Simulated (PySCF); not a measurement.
Run record: geometry optimisation, [MoS(CN)4]-, `N#[C][Mo-](=[S])([C]#N)([C]#N)[C]#N` [radical].

Computed with PBE0-D3(BJ)/def2-SVP geometry optimisation, gas phase, def2 core potentials past Kr (PySCF 2.14.0). Start geometry: GFN2-xTB. A driver script takes a list of jobs; this job's settings line and coordinates (Å) are shown.

Input:
```
{"job": {"xc": "PBE0", "basis": "def2-SVP", "d3": "d3bj", "grid": 1, "maxiter": 40, "kind": "geom"}, "charge": -1, "multiplicity": 2}
Mo     0.011210     0.014120     0.519120
S      0.012600     0.011140     2.669280
C      1.957220    -0.012400    -0.200960
N      3.059720    -0.038360    -0.539300
C      0.009420     1.953680    -0.219860
N      0.002370     3.047740    -0.585670
C     -1.935260    -0.011790    -0.198580
N     -3.039890    -0.062640    -0.525890
C     -0.018450    -1.912240    -0.253560
N     -0.058950    -2.989250    -0.664580
```

Output:
```
step   0  E = -836.93994229  max force = 0.041529
step   1  E = -836.94431558  max force = 0.017452
step   2  E = -836.94462725  max force = 0.001776
step   3  E = -836.94471134  max force = 0.001157
step   4  E = -836.94478799  max force = 0.000369
step   5  E = -836.94478850  max force = 0.000160
optimisation converged
```

Energies in Eh; «max force» is the largest Cartesian gradient component in Eh/bohr.

How much energy does the optimisation release, in kcal/mol?

E(step 0) − E(last step) = 0.004846 Eh, which is 3.0 kcal/mol.

Give the first gradient maximum in eV/Å.

With 1 Eh/bohr = 51.422 eV/Å, 2.136 eV/Å.

Main results: final energy -836.94479 Eh after 5 steps.

The run took 2.5 min of wall time on one thread of an Arm Neoverse V2, no GPU, shared host.
Labels such as C1 count atoms from 1, the log's own numbers from 0.

For an open-shell metal species like this, the optimisation's SCF solution wasn't tested for stability and no frequencies at its level were run, so a lower state or another shape may exist.
